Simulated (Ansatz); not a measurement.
Two structures of CH6FGa, singlet, reached by relaxing down either side of one saddle point (PBE0-D4/def2-TZVP). Energies are electronic, without zero-point energy. Ansatz 0.2.0; basis: def2-TZVPP and def2-QZVPP; cores frozen in the correlated methods. Filled d shells of the heavier atoms are correlated. The def2 sets are not built for correlating such inner shells, so the correlated values are less sure here. Extrapolation: Hartree–Fock as exp(−7.88 √X), correlation as X^−2.97. First:

Ga1  (-0.875, -0.560, -0.349)
C2  (0.936, -0.434, 0.451)
H3  (-1.018, -0.835, -1.890)
H4  (-2.128, -0.649, 0.596)
H5  (0.009, 1.980, -0.145)
F6  (-0.829, 1.816, -0.506)
H7  (0.944, 0.124, 1.391)
H8  (1.670, -0.001, -0.235)
H9  (1.291, -1.442, 0.686)
(Å)

Second:

```
9
angstrom
Ga -1.4735 -0.1543 -0.6939
C 1.2037 0.0241 0.5599
H -0.8041 -0.7676 -1.9572
H -2.1924 -0.8082 0.5218
H 0.6416 0.9314 0.3226
F -1.5730 1.6082 -0.7173
H 1.7980 0.2206 1.4518
H 1.8545 -0.2338 -0.2735
H 0.5452 -0.8203 0.7858
```

(1) Which bonds change from the first to the second?

(2) Give the saddle point's structure and its height above each. (An estimate is asked for; the value comes from the calculation.)

The T1 diagnostic stays at or below 0.013.

Answers

(1) CH₅Ga ([CH3][GaH2]) + HF → GaH₂F ([F][GaH2]) + CH₄; bonds formed: Ga1–F6, C2–H5; bonds broken: Ga1–C2, H5–F6.

(2) The calculation gives: 12.11 kcal/mol above the first and 35.93 kcal/mol above the second (CCSD(T) at an estimated basis limit (MP2 extrapolated from triple and quadruple zeta, plus CCSD(T) − MP2 in triple zeta)).
Ga1  (-1.028, -0.356, -0.444)
C2  (0.921, -0.096, 0.403)
H3  (-0.934, -0.821, -1.926)
H4  (-2.092, -0.683, 0.644)
H5  (0.101, 1.050, 0.005)
F6  (-0.744, 1.670, -0.405)
H7  (1.125, 0.359, 1.375)
H8  (1.769, 0.052, -0.266)
H9  (0.882, -1.175, 0.614)
(Å)

Labels in which every atom is bracketed show which atoms are joined, not bond orders.

For scale, one of the runs: CCSD(T)/def2-TZVPP, 194 basis functions, launched by `ansatz run in.yaml --threads 4 --pin off --events-out ev --progress --plain --max-ram 9574MiB`. Time: 47 s of wall clock on 4 CPU threads of an Intel Xeon; the host was shared. Peak host memory: 2.3 GiB.
